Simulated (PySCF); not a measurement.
V²⁰⁺ (vanadium, charge +20) across methods

[He] 2s1, 2S determinant. Computed with PySCF 2.14 in an even-tempered Gaussian basis (19 s from 4.2 bohr⁻², ratio 2.2; 8 p from 6.6 bohr⁻², ratio 2.4; 6 d from 20 bohr⁻², ratio 2.4; 5 f from 30 bohr⁻², ratio 2.4; 4 g from 44 bohr⁻², ratio 2.4), with scalar relativity by spin-free X2C-1e. The B2PLYP total includes its PT2 part (frozen core); its orbital energies are those of the SCF part.

| method | E (hartree) | mean ε 1s α (eV) | mean ε 1s β (eV) | mean ε 2s α (eV) | Σ⟨r²⟩ (bohr²) | ⟨S²⟩ |
| --- | --- | --- | --- | --- | --- | --- |
| B2PLYP | -576.046 | -6673.0 | -6663.5 | -1555.0 | 0.09863 | 0.750 |
| LDA | -574.128 | -6574.8 | -6568.2 | -1534.0 | 0.09885 | 0.750 |
| TPSS | -576.106 | -6602.6 | -6596.6 | -1538.9 | 0.09858 | 0.750 |
| r2SCAN | -576.009 | -6608.0 | -6602.3 | -1539.3 | 0.09872 | 0.750 |
| PBE0 | -575.892 | -6629.6 | -6621.6 | -1545.7 | 0.09866 | 0.750 |
| UHF | -575.98224 | -6743.4 | -6730.3 | -1570.0 | 0.09871 | 0.750 |

Q: Estimate the same row for PBE.

A: E (hartree) = -575.844; mean ε 1s α (eV) = -6591.5; mean ε 1s β (eV) = -6585.1; mean ε 2s α (eV) = -1537.4; Σ⟨r²⟩ (bohr²) = 0.09865; ⟨S²⟩ = 0.750.
